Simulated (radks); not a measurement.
Spherical jellium clusters: N electrons in a uniform positive sphere of charge N and radius rs N^(1/3), rs = 3.44 bohr. Calculated with a radial shooting solver with Libxc functionals: non-relativistic Kohn-Sham, LDA (Slater exchange, Perdew-Wang correlation), spin-polarised, spherical densities. Levels are named by radial order and angular momentum (1s, 1p, 1d, 2s, ...), and open shells are averaged over m.

N = 8, configuration 1s2 1p6. This is the lowest configuration that the search found. Occupied and some empty levels:

level  occupation  eigenvalue (eV)  <r> (bohr)
1s              2          -5.2549       4.630
1p              6          -3.6134       5.741
1d              0          -1.7419       6.904
2s              0          -1.3683       7.305

Energy (eV): total -14.1191, kinetic 16.770, external -294.40, Hartree 143.29, exchange-correlation -31.662, background 151.88. Static polarisability (adiabatic kernel): 496.4 bohr^3, against R^3 = 325.7 for a classical metal sphere.
